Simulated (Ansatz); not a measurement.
Redistribution: Si(CH3)(SiH3)F2 + C2H6F2Si2 → Si(CH3)(SiH3)2F + C2H3F3Si

Species: Si(CH3)(SiH3)F2, singlet; C2H6F2Si2 `C=C[Si](F)(F)[SiH3]`, singlet; Si(CH3)(SiH3)2F, singlet; C2H3F3Si `C=C[Si](F)(F)F`, singlet. The partners trade F for SiH3; both sit on Si, so the bond types are kept.

Shapes, held fixed at every level: PBE0-D4/def2-TZVP. Flexible molecules stand in one conformer, not always the lowest. Programs: Ansatz 0.2.0. Electronic energies: no zero-point or thermal term.

```
               level                    kind  ΔE (kJ/mol)  less CCSD(T)/CBS estimate
       HF/def2-TZVPP            Hartree–Fock        -10.9                       +2.0
   PBE-D4/def2-TZVPP                     GGA         -9.4                       +3.5
r2SCAN-D4/def2-TZVPP                meta-GGA        -12.3                       +0.6
  wB97M-V/def2-TZVPP  range-separated hybrid        -10.6                       +2.3
   B2PLYP/def2-TZVPP           double hybrid         -9.2                       +3.7
      MP2/def2-TZVPP     perturbation theory        -14.2                       -1.3
CCSD(T)/CBS estimate   coupled cluster or CI        -12.9                        0.0
```

The highest level, CCSD(T)/CBS estimate, gives ΔE = -12.9 kJ/mol; the levels span -14.2 to -9.2. The column of differences is taken from that level and isn't an error. No measured value is set beside it here. The CBS estimate extrapolates MP2 from def2-TZVPP and def2-QZVPP and adds CCSD(T) − MP2 in the triple-zeta set, cores frozen.
